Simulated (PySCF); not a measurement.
## Static response to an electric field

Compound: C5H7FOSi2.
SMILES with atom numbers: `[CH:1]#[C:2][Si@:3]([F:4])([C:5]#[C:6][CH3:7])[O:8][SiH3:9]` (hydrogens: H10 on C1; H11, H12, H13 on C7; H14, H15, H16 on Si9)

Cartesian coordinates in Å at the GFN2-xTB level; atoms count from 1:
```
atom  x, y, z in Å
C1    -1.7109    3.0547   -0.3289
C2    -1.2565    2.0535    0.1546
Si3   -0.5567    0.5037    0.8781
F4    -0.6031    0.6442    2.4829
C5     1.1725    0.1739    0.3489
C6     2.3068   -0.0338    0.0008
C7     3.6665   -0.2850   -0.4134
O8    -1.4841   -0.7589    0.5073
Si9   -2.6515   -1.8479    0.2427
H10   -2.1127    3.9329   -0.7463
H11    3.9945    0.4963   -1.0986
H12    4.3245   -0.2938    0.4550
H13    3.7299   -1.2502   -0.9154
H14   -2.2361   -3.0547    0.9529
H15   -2.6872   -2.0283   -1.2075
H16   -3.9034   -1.2976    0.7585
```

Level: CAM-B3LYP/def2-SVPD (PySCF), static field, nuclei fixed, core orbitals frozen in the response. The polarisability tensor in these axes (au):

```
x   127.55 -10.38  -5.40
y   -10.38 106.52  -4.96
z    -5.40  -4.96  85.57
```

Task: What are the eigenvalues, a third of the trace, and Δα (Δα² = ½Σ(αi − αj)² over the three pairs)?

Result: Principal values 83.07, 104.54 and 132.03 au; mean 106.55 au = 15.79 Å³ = 17.57 × 10⁻⁴⁰ C²·m²/J; Δα = 42.51 au (40 % of the mean).

Task: What is the dipole moment, and where does it point?

Result: (1.24, -0.14, -2.26) D, 2.58 D in size, pointing from the negative to the positive side. Measured along this direction, the outermost atoms are F4 and H16 at the negative end and H11 at the positive end.

Task: Find the Langevin capture rate constant for NH4+ (18.034 u) meeting this molecule (158.002 u), k = 2.342 × 10⁻⁹ cm³/s × √(α in Å³ / reduced mass in u).

Result: The reduced mass is 16.19 u, so k = 2.31 × 10⁻⁹ cm³/s. The formula leaves out the permanent dipole, which adds to the capture rate.

Task: In TDDFT the mean static polarisability is Σ f/ω² over all singlet excitations (ω in hartree). How much of it do the 8 lowest give? Their energies (eV) and oscillator strengths: 5.89, 0.0000; 6.10, 0.0003; 6.14, 0.0003; 6.15, 0.0001; 6.41, 0.0003; 6.41, 0.0008; 7.52, 0.0175; 7.56, 0.0106.

Result: They add up to 0.40 au, 0.4 % of the 106.55 au; the largest single term is 0.23 au, from the state at 7.52 eV. Terms in order: 0.00, 0.01, 0.01, 0.00, 0.01, 0.02, 0.23, 0.14 au. Higher excitations give the rest. The strengths listed sum to 0.030.

Task: What depolarisation ratio follows for Rayleigh scattering of linearly polarised light, taking the static tensor?

Result: ρ = 3Δα²/(45ᾱ² + 4Δα²) = 5420.7/(510867 + 7227.6) = 0.0105.

Task: Traceless (Buckingham) quadrupole moment about the centre of nuclear charge: eigenvalues?

Result: -15.39, 1.52, 13.86 D·Å. The values depend on the origin, since the dipole doesn't vanish. The electronic extent ⟨r²⟩ about the same centre is 2168 bohr², a root-mean-square distance of 2.72 Å for the 82 electrons.

Task: Give the principal axes and the span of the nuclei along them.

Result: Largest value along (0.93, -0.36, -0.07), where the nuclei span 7.44 Å; middle along (0.32, 0.89, -0.32), 6.80 Å; least along (0.18, 0.28, 0.94), 4.60 Å. The response follows the extents in order.

Geometry: GFN2-xTB; no solvent, vibrations or thermal averaging. GFN2-xTB frequencies show an imaginary mode (21i cm⁻¹), so this geometry is no minimum at that level.
